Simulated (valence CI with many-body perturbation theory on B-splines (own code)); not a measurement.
## Level structure of Nd²⁷⁺

Level of theory: configuration interaction combined with many-body perturbation theory (CI+MBPT): five valence electrons over a frozen Dirac-Fock core [Ar] 3d10, a basis of 9 s, 9 p, 8 d, 6 f, 3 g, 1 h functions for each j, with the one-electron correlation potential Σ1, the two-electron term Σ2, the three-electron term Σ3, Breit, model QED; selected CI, second order for the rest (own B-spline code, finite nucleus).

The last digits are not significant, and no measured levels were compared; by estimate large intervals hold to a few tenths of a per cent, small ones and those within an open d or f shell to about a per cent. Among the levels kept, up to 270 cm⁻¹ of a level comes from second order outside the variational space, and about a tenth of that is noise between levels of different J, which matters for small intervals.

Levels 1 to 45 of 48, with energies above the lowest level, (4s^2 4p1/2^2 4p3/2) J=3/2. "Leading %" is the weight of the configuration and term that name the level; weights of strongly mixed levels are sums over their largest components and can fall short. In the jj column 3d3/2^4 stands for four electrons in 3d with j = 3/2. Lifetimes count E1, E2, E3, M1 and M2 decay at the calculated energies, and are blank where another channel may lead or the interval is too uncertain; long ones can be off by a factor of two.

| No. | Configuration | Term | J | E (cm⁻¹) | Leading % | Lifetime | Second component | g | Leading jj |
| --- | --- | --- | --- | --- | --- | --- | --- | --- | --- |
| 1 | 4s²4p³ | ²P° | 3/2 | 0 | 42 |  | 33 % 4s²4p³ ⁴S° | 1.426 | 4s^2 4p1/2^2 4p3/2 (97 %) |
| 2 | 4s²4p³ | ⁴S° | 3/2 | 209680 | 51 | 5.16 μs | 46 % 4s²4p³ ²D° | 1.422 | 4s^2 4p1/2 4p3/2^2 (97 %) |
| 3 | 4s²4p³ | ²D° | 5/2 | 240970 | 98 | 25.8 μs |  | 1.198 | 4s^2 4p1/2 4p3/2^2 (98 %) |
| 4 | 4s²4p³ | ²P° | 1/2 | 280780 | 98 | 5.82 μs |  | 0.662 | 4s^2 4p1/2 4p3/2^2 (98 %) |
| 5 | 4s²4p³ | ²P° | 3/2 | 494750 | 55 | 2.10 μs | 28 % 4s²4p³ ²D° | 1.280 | 4s^2 4p3/2^3 (97 %) |
| 6 | 4s4p⁴ | ⁴P | 5/2 | 717310 | 74 | 65.5 ps | 18 % 4s4p⁴ ²D | 1.515 | 4s 4p1/2^2 4p3/2^2 (90 %) |
| 7 | 4s4p⁴ | ²D | 3/2 | 790490 | 26 | 23.1 ps | 23 % 4s4p⁴ ⁴P | 1.175 | 4s 4p1/2^2 4p3/2^2 (62 %) |
| 8 | 4s4p⁴ | ²S | 1/2 | 807160 | 47 | 17.7 ps | 44 % 4s4p⁴ ⁴P | 2.268 | 4s 4p1/2^2 4p3/2^2 (86 %) |
| 9 | 4s²4p²4d | ⁴F | 3/2 | 872300 | 38 | 15.8 ps | 17 % 4s²4p²4d ²D | 0.864 | 4s^2 4p1/2^2 4d3/2 (69 %) |
| 10 | 4s²4p²4d | ⁴F | 5/2 | 934940 | 29 | 12.4 ps | 26 % 4s²4p²4d ⁴D | 1.185 | 4s^2 4p1/2^2 4d5/2 (84 %) |
| 11 | 4s4p⁴ | ⁴P | 3/2 | 955290 | 51 | 22.3 ps | 27 % 4s4p⁴ ²D | 1.382 | 4s 4p1/2 4p3/2^3 (78 %) |
| 12 | 4s4p⁴ | ²D | 5/2 | 993160 | 63 | 40.1 ps | 17 % 4s4p⁴ ⁴P | 1.272 | 4s 4p1/2 4p3/2^3 (78 %) |
| 13 | 4s4p⁴ | ²P | 1/2 | 1028200 | 28 | 16.0 ps | 26 % 4s²4p²4d ⁴D | 1.014 | 4s^2 4p1/2 4p3/2 4d3/2 (45 %) |
| 14 | 4s²4p²4d | ²P | 3/2 | 1030500 | 24 | 36.4 ps | 21 % 4s4p⁴ ²P | 1.043 | 4s^2 4p1/2 4p3/2 4d3/2 (57 %) |
| 15 | 4s²4p²4d | ²F | 5/2 | 1059000 | 55 | 133 ps | 39 % 4s²4p²4d ⁴F | 0.944 | 4s^2 4p1/2 4p3/2 4d3/2 (88 %) |
| 16 | 4s²4p²4d | ⁴F | 7/2 | 1083000 | 36 | 2.52 ns | 34 % 4s²4p²4d ²G | 1.092 | 4s^2 4p1/2 4p3/2 4d3/2 (86 %) |
| 17 | 4s²4p²4d | ⁴D | 1/2 | 1086500 | 59 | 10.1 ps | 15 % 4s4p⁴ ²P | 0.594 | 4s^2 4p1/2 4p3/2 4d3/2 (55 %) |
| 18 | 4s²4p²4d | ⁴D | 7/2 | 1105100 | 48 | 5.56 ns | 31 % 4s²4p²4d ⁴F | 1.311 | 4s^2 4p1/2 4p3/2 4d5/2 (97 %) |
| 19 | 4s²4p²4d | ⁴D | 3/2 | 1108400 | 31 | 4.94 ps | 28 % 4s4p⁴ ²P | 1.080 | 4s 4p1/2 4p3/2^3 (39 %) |
| 20 | 4s²4p²4d | ²G | 9/2 | 1137500 | 51 |  | 48 % 4s²4p²4d ⁴F | 1.217 | 4s^2 4p1/2 4p3/2 4d5/2 (96 %) |
| 21 | 4s²4p²4d | ⁴P | 5/2 | 1150700 | 33 | 3.89 ps | 18 % 4s²4p²4d ⁴F | 1.234 | 4s^2 4p1/2 4p3/2 4d5/2 (65 %) |
| 22 | 4s²4p²4d | ²P | 3/2 | 1159200 | 32 | 2.62 ps | 25 % 4s²4p²4d ⁴D | 1.143 | 4s^2 4p1/2 4p3/2 4d5/2 (46 %) |
| 23 | 4s²4p²4d | ⁴D | 5/2 | 1186500 | 33 | 2.42 ps | 32 % 4s²4p²4d ²D | 1.275 | 4s^2 4p1/2 4p3/2 4d3/2 (42 %) |
| 24 | 4s²4p²4d | ⁴P | 1/2 | 1189900 | 41 | 1.86 ps | 30 % 4s²4p²4d ²S | 2.016 | 4s^2 4p1/2 4p3/2 4d3/2 (82 %) |
| 25 | 4s²4p²4d | ²P | 3/2 | 1196400 | 41 | 2.19 ps | 39 % 4s²4p²4d ⁴P | 1.484 | 4s^2 4p1/2 4p3/2 4d3/2 (44 %) |
| 26 | 4s²4p²4d | ²G | 7/2 | 1204300 | 44 | 7.87 ps | 29 % 4s²4p²4d ²F | 1.067 | 4s^2 4p1/2 4p3/2 4d5/2 (73 %) |
| 27 | 4s²4p²4d | ²D | 3/2 | 1237600 | 72 | 6.10 ps | 9 % 4s²4p²4d ²P | 0.855 | 4s^2 4p1/2 4p3/2 4d5/2 (74 %) |
| 28 | 4s²4p²4d | ²D | 5/2 | 1239900 | 54 | 2.01 ps | 30 % 4s²4p²4d ²F | 1.138 | 4s^2 4p1/2 4p3/2 4d5/2 (67 %) |
| 29 | 4s²4p²4d | ²P | 1/2 | 1253200 | 63 | 4.58 ps | 18 % 4s4p⁴ ²S | 1.149 | 4s^2 4p1/2 4p3/2 4d5/2 (48 %) |
| 30 | 4s4p⁴ | ²P | 1/2 | 1289700 | 36 | 3.76 ps | 29 % 4s²4p²4d ²S | 1.358 | 4s 4p3/2^4 (38 %) |
| 31 | 4s²4p²4d | ²F | 7/2 | 1355500 | 48 | 86.9 ps | 40 % 4s²4p²4d ⁴D | 1.256 | 4s^2 4p3/2^2 4d5/2 (97 %) |
| 32 | 4s²4p²4d | ⁴F | 9/2 | 1367100 | 50 | 4.00 μs | 48 % 4s²4p²4d ²G | 1.223 | 4s^2 4p3/2^2 4d5/2 (96 %) |
| 33 | 4s²4p²4d | ²P | 1/2 | 1371300 | 59 | 2.72 ps | 24 % 4s²4p²4d ⁴P | 1.108 | 4s^2 4p3/2^2 4d3/2 (67 %) |
| 34 | 4s²4p²4d | ²D | 3/2 | 1380300 | 43 | 1.85 ps | 26 % 4s²4p²4d ⁴P | 1.146 | 4s^2 4p3/2^2 4d3/2 (86 %) |
| 35 | 4s²4p²4d | ²D | 5/2 | 1385900 | 35 | 1.91 ps | 18 % 4s²4p²4d ⁴P | 1.211 | 4s^2 4p3/2^2 4d3/2 (73 %) |
| 36 | 4s²4p²4d | ²F | 7/2 | 1415200 | 74 | 1.70 ps | 17 % 4s²4p²4d ²G | 1.104 | 4s^2 4p3/2^2 4d3/2 (81 %) |
| 37 | 4s²4p²4d | ²D | 5/2 | 1445200 | 81 | 354 ps | 11 % 4s²4p²4d ⁴D | 1.204 | 4s^2 4p3/2^2 4d5/2 (96 %) |
| 38 | 4s²4p²4d | ²D | 3/2 | 1445600 | 51 | 2.16 ps | 32 % 4s²4p²4d ²P | 1.013 | 4s^2 4p3/2^2 4d3/2 (68 %) |
| 39 | 4s²4p²4d | ²S | 1/2 | 1477900 | 33 | 2.10 ps | 20 % 4s²4p²4d ⁴P | 1.815 | 4s^2 4p3/2^2 4d5/2 (46 %) |
| 40 | 4s²4p²4d | ²D | 3/2 | 1503800 | 57 | 2.34 ps | 19 % 4s²4p²4d ²P | 1.056 | 4s^2 4p3/2^2 4d5/2 (75 %) |
| 41 | 4s²4p²4d | ²D | 5/2 | 1526100 | 53 | 1.83 ps | 34 % 4s²4p²4d ²F | 1.117 | 4s^2 4p3/2^2 4d5/2 (82 %) |
| 42 | 4s4p³4d | ⁶D° | 3/2 | 1546200 | 33 | 39.0 ps | 21 % 4p⁵ ²P° | 1.471 | 4s 4p1/2^2 4p3/2 4d3/2 (64 %) |
| 43 | 4s4p³4d | ⁶D° | 5/2 | 1549200 | 41 | 76.2 ps | 19 % 4s4p³4d ⁴F° | 1.387 | 4s 4p1/2^2 4p3/2 4d3/2 (82 %) |
| 44 | 4s4p³4d | ⁶D° | 1/2 | 1550300 | 57 | 104 ps | 31 % 4s4p³4d ⁴P° | 2.835 | 4s 4p1/2^2 4p3/2 4d3/2 (82 %) |
| 45 | 4s4p³4d | ⁶D° | 7/2 | 1559100 | 43 | 146 ps | 19 % 4s4p³4d ⁴F° | 1.405 | 4s 4p1/2^2 4p3/2 4d3/2 (62 %) |

The ionisation energy to 4s²4p² ³P0 of the next ion comes out as 980.17 eV (NIST: 978 ± 4 eV (theoretical)). All 48 levels together are meant to be complete up to 1629600 cm⁻¹.
